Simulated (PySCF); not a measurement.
**Nb (niobium, neutral) across methods**

[Kr] 4d3 5s2, high-spin 4F determinant (an excited configuration). Calculation: PySCF 2.14, in aug-cc-pwCVDZ-PP with ECP28MDF (6s6p5d3f, 70 functions); scalar relativity through the core potential.

```csv
method,E (hartree),mean ε 4d α (eV),mean ε 5s α (eV),mean ε 5s β (eV),Σ⟨r²⟩ (bohr²),⟨S²⟩
wB97X,-56.6119,-8.913,-7.157,-6.689,59.06,3.753
PBE,-56.6247,-5.428,-5.015,-4.135,59.42,3.757
M06,-56.5712,-6.294,-5.284,-5.057,58.47,3.751
B97-3,-56.6290,-6.770,-5.466,-4.655,59.70,3.757
UHF,-56.12192,-10.628,-6.791,-5.476,62.51,3.776
PBE0,-56.6073,-6.800,-5.599,-4.692,59.50,3.758
r2SCAN,-56.6407,-5.928,-5.216,-4.211,59.81,3.777
LDA,-56.4735,-5.398,-5.209,-4.358,59.09,3.756
```

Task: Estimate the same row for BP86.

Result: E (hartree) = -56.6878; mean ε 4d α (eV) = -5.511; mean ε 5s α (eV) = -5.153; mean ε 5s β (eV) = -4.313; Σ⟨r²⟩ (bohr²) = 59.13; ⟨S²⟩ = 3.757.

Energies and moments cover only the electrons outside the core potential.
